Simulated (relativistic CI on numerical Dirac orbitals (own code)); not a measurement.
**Crystal-field levels of Fe4+, 3d4**

Calculated by Dirac-Coulomb-Breit CI, separate exchange-only KLI orbitals for each configuration, model QED (radiative potential, 1s self-energy scaled to tabulated hydrogen-like ionisation energies), valence Slater integrals scaled by 0.65, one configuration in a parametric crystal field (own radial code).

Field parameters in Wybourne normalisation: D3d B²₀ = −7Dσ, B⁴₀ = −14Dq − 21Dτ, B⁴₃ = −14√(10/7) Dq. The field is a parameter set, without covalency.

S is read from ⟨S²⟩ = S(S + 1).

Levels (cm⁻¹, degeneracy): 0 (1), 89 (1), 331 (2), 626 (2), 2862 (2), 2868 (1), 9615 (1), 10646 (1), 10651 (2), 10666 (1), 10669 (2), 10677 (2).

**Question.** Which field gives this pattern?
A. D3d, 10Dq = 25200, Dσ = 900, Dτ = 180 cm⁻¹
B. D3d, 10Dq = 32600, Dσ = -1040, Dτ = 170 cm⁻¹
C. D3d, 10Dq = 30950, Dσ = -730, Dτ = -90 cm⁻¹

**Answer.** C. D3d, 10Dq = 30950, Dσ = -730, Dτ = -90 cm⁻¹, ground level with S = 1.00.
